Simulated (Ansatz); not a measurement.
H3Ga, charge +1, doublet, geometry from GFN2-xTB of the parent state (such geometries of metal compounds can be far from the true shape) (a state made from the parent by changing its charge; the spin is typed, not shown lowest); SVWN5/cc-pVDZ (Ansatz, a program for electronic structure).

Here is a job for Ansatz.
Ansatz 0.2 input:
```yaml
crystal:
  periodic: [false, false, false]
  atoms:
    - {symbol: Ga, position_ang: [0.00000000, -0.00000000, 0.00000000]}
    - {symbol: H, position_ang: [0.66218224, -0.42756453, 1.35383279]}
    - {symbol: H, position_ang: [-0.30059287, 1.51137788, -0.28202977]}
    - {symbol: H, position_ang: [-0.36158937, -1.08381336, -1.07180302]}
basis:
  gaussian:
    orbitals: cc-pVDZ
hamiltonian:
  xc: {name: SVWN5}
total_charge: 1
magnetization: {spin_polarized: true, initial_magnetization: 1}
```

The log (banner, timings and long lists left out):

```
Functional definition: SVWN5
450 factors; integrals over basis functions are off by at most 9.5e-4 eV
mean field evaluation 1: about -52330.0115 eV, gradient 8.9e0 eV
mean field evaluation 2: about -52328.8378 eV, gradient 1.3e1 eV
mean field evaluation 4: about -52330.0720 eV, gradient 7.1e0 eV
mean field evaluation 8: about -52330.4009 eV, gradient 4.8e0 eV
mean field evaluation 16: about -52330.6818 eV, gradient 5.7e-5 eV
mean field evaluation 32: about -52330.6779 eV, gradient 2.2e-1 eV
mean field -52330.68181901 eV, -1923.1170858385 hartree, gradient 3.5e-6 eV, S^2 0.753049; 4 other end points of the search recorded, 0 dependent functions left out
reference -52330.68185275 eV, -1923.1170870783 hartree; 17, 16 occupied and 25, 26 virtual orbitals, 450 factors
Total energy: -52330.68185275 eV, -1923.1170870783 hartree
```
